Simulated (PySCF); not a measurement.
SMILES C[CH2][In]([NH2])[NH2] at its B3LYP/def2-SVP optimised geometry (Å):

```
14

In    -0.9047     0.0273     0.0000
C      1.2859     0.0273     0.0000
C      1.9373    -1.3580     0.0291
H      1.6053     0.6361     0.8616
H      1.5862     0.5872    -0.9014
H      1.6413    -1.9728    -0.8367
H      1.6665    -1.9248     0.9354
H      3.0400    -1.2874     0.0123
N     -2.0538     1.7312     0.0000
H     -1.6798     2.5740     0.4306
H     -3.0400     1.6527     0.2404
N     -2.0079    -1.6606    -0.3952
H     -3.0019    -1.6688    -0.1771
H     -1.6161    -2.5740    -0.1783
```

Calculation: B3LYP/def2-TZVP, def2 effective core potentials past Kr run with PySCF. The core electrons that the potentials of In replace are not part of the density.

Map of the Laplacian of the electron density (e/bohr⁵) on the plane z = 1.5 Å:

```
|                               |
|                               |
|                               |
|                               |
|                               |
|                               |
|                               |
|          .                    |
|        ..:.                   |
|       ..:::.                  |
|       .::::.                  |
|       .:::..     ...          |
|       .......   .-==.         |
|         ........:+%#-.        |
|          ..:::..-*%#-.        |
|          .:--:..:=+=:.        |
|          ..::...::-:..        |
|           .......::::.        |
|                 .:==-:.       |
|                 .=#%+:.       |
|                 .+@@*:.       |
|                 .=%%+:        |
|                  .--:.        |
|                               |
|                               |
|                               |
|                               |
|                               |
|                               |
|                               |
|                               |
```
Scale: ten equal steps from 0.000 (start of ' ') to 0.075 (end of '@'), in the order ' .:-=+*#%@'; x runs from -5.50 to 5.50, y from -5.50 (bottom) to 5.50 (top).
